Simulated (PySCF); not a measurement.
Species, as SMILES: FSF.
Geometry (B3LYP-D3(BJ)/def2-TZVP, fixed):
```xyz
3

F     -1.2130    -0.5047     0.0161
S     -0.0057     0.5532     0.0075
F      1.2232    -0.4788    -0.0294
```

How fast the isotropic shielding of S2 converges with the basis for several methods (PySCF): deviation from each method's own reference, in ppm. References: HF -806.49 ppm, the value in pcSseg-3; PBE -1030.52 ppm, the value in pcSseg-3; PBE0 -969.62 ppm, the value in pcSseg-3. All functions are spherical. No added dispersion term, no relativity. GIAO; atoms are numbered in the order shown.

```tsv
basis	functions	HF	PBE	PBE0
cc-pV(D+d)Z	51	218.33	220.51	211.78
6-31+G*	58	164.55	140.72	145.37
aug-pcseg-1	73	-1.05	-22.06	-20.71
cc-pV(T+d)Z	99	105.18	118.80	113.46
def2-TZVP	99	-35.25	-31.20	-33.82
aug-pcseg-2	142	25.41	22.09	22.88
cc-pCVTZ	145	24.91	39.82	33.93
def2-QZVPP	184	-3.93	2.14	0.07
```

Mean absolute deviation over cc-pV(T+d)Z, def2-TZVP, aug-pcseg-2, cc-pCVTZ: HF 47.69, PBE0 51.02, PBE 52.98 ppm.
